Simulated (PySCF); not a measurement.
Job file and geometry (Å, from GFN2-xTB) of an NMR shielding run on `C#CC1=CC=C/C1=C/C`, C$_{9}$H$_{8}$, PySCF, GIAO PBE0/pcSseg-1 NMR shielding, non-relativistic, gas phase; density fitting, a coarse starting grid and PySCF grid level 2 are the driver's defaults:

```
{"job": {"kind": "nmr", "xc": "PBE0", "basis": "pcSseg-1"}, "charge": 0, "multiplicity": 1}
C     -0.965452     2.796033    -0.156083
C     -0.276471     1.810646    -0.209680
C      0.584755     0.708941    -0.301865
C      1.884662     0.758370    -0.700374
C      2.441810    -0.570697    -0.672418
C      1.494338    -1.435461    -0.258815
C      0.267041    -0.695172     0.009259
C     -0.867718    -1.247984     0.463047
C     -2.145030    -0.561552     0.772233
H     -1.587475     3.638497    -0.098530
H      2.421769     1.643305    -0.991165
H      3.455928    -0.802952    -0.944727
H      1.584941    -2.498287    -0.131711
H     -0.867546    -2.319267     0.636188
H     -2.952644    -1.010290     0.192551
H     -2.091208     0.500537     0.555797
H     -2.388698    -0.702636     1.826381
```

Q: Write the output of this run.

A: 
```
coarse grid: 14736 points
cycle   1  E = -347.0810435383  dE =  1.578e+00  |g| = 4.370e-01  |ddm| = 4.199e+00
cycle   2  E = -347.0813921971  dE = -3.487e-04  |g| = 4.440e-01  |ddm| = 1.162e+00
cycle   3  E = -347.1285045763  dE = -4.711e-02  |g| = 1.508e-01  |ddm| = 5.782e-01
cycle   4  E = -347.1343861881  dE = -5.882e-03  |g| = 4.155e-02  |ddm| = 1.721e-01
cycle   5  E = -347.1348054512  dE = -4.193e-04  |g| = 1.704e-02  |ddm| = 4.974e-02
cycle   6  E = -347.1348735269  dE = -6.808e-05  |g| = 4.894e-03  |ddm| = 1.623e-02
cycle   7  E = -347.1348786012  dE = -5.074e-06  |g| = 1.824e-03  |ddm| = 5.337e-03
final grid: 143848 points
cycle   8  E = -347.1911828120  dE = -3.762e-05  |g| = 8.191e-03  |ddm| = 7.437e-02
cycle   9  E = -347.1911649360  dE =  1.788e-05  |g| = 1.168e-02  |ddm| = 2.201e-02
cycle  10  E = -347.1911986183  dE = -3.368e-05  |g| = 3.430e-03  |ddm| = 1.361e-02
cycle  11  E = -347.1912014630  dE = -2.845e-06  |g| = 3.365e-04  |ddm| = 2.701e-03
cycle  12  E = -347.1912014801  dE = -1.713e-08  |g| = 2.102e-04  |ddm| = 4.983e-04
cycle  13  E = -347.1912014912  dE = -1.109e-08  |g| = 6.546e-05  |ddm| = 2.449e-04
cycle  14  E = -347.1912014923  dE = -1.066e-09  |g| = 1.845e-05  |ddm| = 8.115e-05
cycle  15  E = -347.1912014924  dE = -7.901e-11  |g| = 7.529e-06  |ddm| = 2.269e-05
converged SCF energy = -347.1912014924

GIAO shielding tensors (ppm)
atom      isotropic    diamagn.    paramagn.     s11        s22        s33       span
  0 C       94.327     260.926    -166.599     32.215     60.349    190.417    158.202
  1 C       99.477     245.087    -145.610     -2.874      5.635    295.671    298.545
  2 C       68.430     253.677    -185.247    -23.643     78.509    150.424    174.067
  3 C       34.633     247.615    -212.981    -73.479     39.973    137.406    210.885
  4 C       51.169     254.444    -203.275    -45.421     47.726    151.201    196.623
  5 C       53.342     249.769    -196.427    -41.879     61.964    139.942    181.821
  6 C       36.748     254.752    -218.004    -57.569     29.910    137.903    195.472
  7 C       30.263     255.231    -224.969    -65.263      4.830    151.221    216.484
  8 C      167.285     249.440     -82.155    145.785    176.042    180.028     34.243
  9 H       28.562      34.238      -5.675     24.665     25.498     35.525     10.861
 10 H       24.480      31.771      -7.291     21.851     23.380     28.210      6.359
 11 H       25.136      30.308      -5.172     23.872     24.678     26.857      2.985
 12 H       25.521      31.421      -5.901     24.165     25.339     27.058      2.892
 13 H       24.724      31.628      -6.904     21.870     23.394     28.909      7.039
 14 H       29.710      28.002       1.708     26.194     27.235     35.703      9.509
 15 H       27.090      30.001      -2.911     19.230     27.030     35.011     15.781
 16 H       29.704      28.072       1.633     26.323     27.098     35.693      9.371
```

Q: Turn these shieldings into chemical shifts. Shifts are taken against calculated references (same method and geometry level): ¹³C (σ = 186.93 ppm) and ¹H (σ = 31.72 ppm) against TMS.

A: Averaging equivalent atoms: C 7: 156.7; C 3: 152.3; C 6: 150.2; C 4: 135.8; C 5: 133.6; C 2: 118.5; C 0: 92.6; C 1: 87.4; C 8: 19.6; H 10: 7.24; H 13: 6.99; H 11: 6.58; H 12: 6.20; H 9: 3.15; H 14/15/16: 2.88 ppm. 

Size and cost of the density-fitted run: 193 basis functions, 29 s wall time on 1 thread of an Arm Neoverse V2, shared host.
